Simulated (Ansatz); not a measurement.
Calculated with Ansatz (gas phase, PBE0-D4/def2-TZVP geometries, no zero-point term in ΔE). CCSD(T)/CBS is the MP2 limit (def2-TZVPP, def2-QZVPP) plus CCSD(T) − MP2 in def2-TZVPP, frozen cores. This one scheme is used for every species, atoms too. DFT in def2-TZVPP. No spin–orbit coupling; open shells (•) take unrestricted orbitals. Spin–orbit coupling would lower the free atoms: a little for Cl. One conformer a species, not always the lowest.

Consider the hydrogen abstraction from the O–H bond: `O[Si](O)(O)Cl` + Cl• → `[O][Si](O)(O)Cl`• + HCl.

Question: Is it downhill or uphill in electronic energy at CCSD(T)/CBS, and by how much? (Best estimate.)

Answer: The calculation gave: Uphill: ΔE = +22.9 kcal/mol.

Question: What do these levels give: revPBE-D4, B97M-V, ωB97X-V, revPBE, BLYP, r2SCANh, r2SCAN0, HF/def2-SVP, MP2/def2-SVP, MP2/def2-TZVPP, MP2/def2-QZVPP, HF/CBS(def2)? (An estimate is asked.)

Answer: The calculation gave: revPBE-D4 15.7, B97M-V 15.3, ωB97X-V 20.0, revPBE 15.0, BLYP 15.8, r2SCANh 17.5, r2SCAN0 18.4, HF/def2-SVP 18.5, MP2/def2-SVP 28.1, MP2/def2-TZVPP 27.1, MP2/def2-QZVPP 27.2, HF/CBS(def2) 17.0 kcal/mol.

Largest T1 diagnostic among the species: 0.015.

From PBE to PBE0 (25 % exact exchange), in def2-TZVPP and without D4, ΔE moves by +3.0 kcal/mol. In def2-TZVPP, CCSD(T) changes the Hartree–Fock value by +5.6 kcal/mol (the triples alone add −0.1 kcal/mol) and MP2 by +10.1 kcal/mol.
